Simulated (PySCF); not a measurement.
CH$_{4}$N, doublet, geometry from GFN2-xTB, with bond 4-1 at 1.5 times its length; HF/3-21G in PySCF.

Here is a job for PySCF.
```python
from pyscf import gto, scf

mol = gto.M(
    atom='''
C    -0.585815    0.128395    0.111942
N     0.709462   -0.269098   -0.215816
H    -0.749381    0.155157    1.203444
H    -1.659455   -0.898563   -0.574546
H    -0.800950    1.159594   -0.218501
H     1.400559    0.354808    0.199836
''',
    basis='3-21g',
    charge=0,
    spin=1,
    verbose=4,
)

mf = scf.UHF(mol)
mf.kernel()
mo_i, mo_e, stable_i, stable_e = mf.stability(internal=True, external=True, return_status=True, nroots=6, tol=1e-6)
print('internally stable:', stable_i, ' externally stable:', stable_e)
if not stable_i:
    umf = mf.copy()
    umf.scf_summary = {}
    umf.kernel(umf.make_rdm1(mo_i, mf.mo_occ))
```

It wrote (shortened):

```
PySCF version 2.14.0

[INPUT] verbose = 4
[INPUT] num. atoms = 6
[INPUT] num. electrons = 17
[INPUT] charge = 0
[INPUT] spin (= nelec alpha-beta = 2S) = 1
[INPUT] symmetry False subgroup None
[INPUT] Mole.unit = angstrom
[INPUT] Symbol           X                Y                Z      unit          X                Y                Z       unit  Magmom
[INPUT]  1 C     -0.585815000000   0.128395000000   0.111942000000 AA   -1.107029909662   0.242631385764   0.211539721836 Bohr   0.0
[INPUT]  2 N      0.709462000000  -0.269098000000  -0.215816000000 AA    1.340688875786  -0.508521520668  -0.407833133299 Bohr   0.0
[INPUT]  3 H     -0.749381000000   0.155157000000   1.203444000000 AA   -1.416124852953   0.293204236309   2.274179566251 Bohr   0.0
[INPUT]  4 H     -1.659455000000  -0.898563000000  -0.574546000000 AA   -3.135915466040  -1.698037975668  -1.085734585964 Bohr   0.0
[INPUT]  5 H     -0.800950000000   1.159594000000  -0.218501000000 AA   -1.513576139470   2.191315075689  -0.412907047944 Bohr   0.0
[INPUT]  6 H      1.400559000000   0.354808000000   0.199836000000 AA    2.646672931295   0.670489946805   0.377635309829 Bohr   0.0

nuclear repulsion = 35.2867760320052
number of shells = 18
number of NR pGTOs = 42
number of NR cGTOs = 26
basis = 3-21g
ecp = {}

******** <class 'pyscf.scf.uhf.UHF'> ********
method = UHF
initial guess = minao
damping factor = 0
level_shift factor = 0
DIIS = <class 'pyscf.scf.diis.CDIIS'>
diis_start_cycle = 1
diis_space = 8
diis_damp = 0
SCF conv_tol = 1e-09
SCF conv_tol_grad = None
SCF max_cycles = 50
direct_scf = True
direct_scf_tol = 1e-13
number electrons alpha = 9  beta = 8
Set gradient conv threshold to 3.16228e-05
init E= -93.7280238650026

cycle= 1 E= -93.9164671778948  delta_E= -0.188  |g|= 0.235  |ddm|= 1.46
cycle= 2 E= -93.9621673497149  delta_E= -0.0457  |g|= 0.109  |ddm|= 0.274
cycle= 3 E= -93.9703571342527  delta_E= -0.00819  |g|= 0.0379  |ddm|= 0.108
cycle= 4 E= -93.9724729545274  delta_E= -0.00212  |g|= 0.0114  |ddm|= 0.0604
cycle= 5 E= -93.9726978677645  delta_E= -0.000225  |g|= 0.00383  |ddm|= 0.0239
cycle= 6 E= -93.9727229079428  delta_E= -2.5e-05  |g|= 0.00141  |ddm|= 0.00905
cycle= 7 E= -93.9727273889054  delta_E= -4.48e-06  |g|= 0.000558  |ddm|= 0.00472
cycle= 8 E= -93.9727281183366  delta_E= -7.29e-07  |g|= 0.000352  |ddm|= 0.00162
cycle= 9 E= -93.9727285900551  delta_E= -4.72e-07  |g|= 0.000309  |ddm|= 0.00117
cycle= 10 E= -93.9727290424329  delta_E= -4.52e-07  |g|= 0.000306  |ddm|= 0.00104
cycle= 11 E= -93.9727294259846  delta_E= -3.84e-07  |g|= 0.000305  |ddm|= 0.000871
cycle= 12 E= -93.9727297714863  delta_E= -3.46e-07  |g|= 0.000305  |ddm|= 0.000784
cycle= 13 E= -93.9727299932933  delta_E= -2.22e-07  |g|= 0.000305  |ddm|= 0.000503
cycle= 14 E= -93.972729039559  delta_E= 9.54e-07  |g|= 0.000305  |ddm|= 0.00216
cycle= 15 E= -93.9727259827962  delta_E= 3.06e-06  |g|= 0.000305  |ddm|= 0.00694
cycle= 16 E= -93.9727298459103  delta_E= -3.86e-06  |g|= 0.000306  |ddm|= 0.00877
cycle= 17 E= -93.9726989391125  delta_E= 3.09e-05  |g|= 0.000383  |ddm|= 0.068
cycle= 18 E= -93.9621962180998  delta_E= 0.0105  |g|= 0.0465  |ddm|= 0.764
cycle= 19 E= -93.9725552361977  delta_E= -0.0104  |g|= 0.00439  |ddm|= 0.433
cycle= 20 E= -93.9727751983723  delta_E= -0.00022  |g|= 0.000819  |ddm|= 0.152
cycle= 21 E= -93.9727742432434  delta_E= 9.55e-07  |g|= 0.000666  |ddm|= 0.0149
cycle= 22 E= -93.9727689539489  delta_E= 5.29e-06  |g|= 0.00116  |ddm|= 0.0478
cycle= 23 E= -93.9727509711218  delta_E= 1.8e-05  |g|= 0.00156  |ddm|= 0.0281
cycle= 24 E= -93.9727327393266  delta_E= 1.82e-05  |g|= 0.00176  |ddm|= 0.0171
cycle= 25 E= -93.9727351606656  delta_E= -2.42e-06  |g|= 0.00153  |ddm|= 0.00157
cycle= 26 E= -93.9727716173272  delta_E= -3.65e-05  |g|= 0.000184  |ddm|= 0.107
cycle= 27 E= -93.972775629825  delta_E= -4.01e-06  |g|= 3e-05  |ddm|= 0.0285
cycle= 28 E= -93.9727756289301  delta_E= 8.95e-10  |g|= 2.14e-05  |ddm|= 0.00521
Extra cycle  E= -93.9727756299576  delta_E= -1.03e-09  |g|= 1.81e-05  |ddm|= 3.98e-05
converged SCF energy = -93.9727756299576  <S^2> = 0.78234209  2S+1 = 2.0320847
uhf_internal: lowest eigs of H = [0.01782412 0.12835621 0.55177224 0.5662603  0.6026341  0.62187558]
<class 'pyscf.scf.uhf.UHF'> wavefunction is stable in the internal stability analysis
uhf_real2complex: lowest eigs of H = [0.06853916 0.26132107 0.27515414 0.28899085 0.32431561 0.34025913]
<class 'pyscf.scf.uhf.UHF'> wavefunction is stable in the real -> complex stability analysis
uhf_external: lowest eigs of H = [6.49019164e-06 3.09759354e-03 7.29615347e-02 2.61493988e-01
 2.71272092e-01 2.89245933e-01]
<class 'pyscf.scf.uhf.UHF'> wavefunction is stable in the UHF/UKS -> GHF/GKS stability analysis
internally stable: True  externally stable: True
```
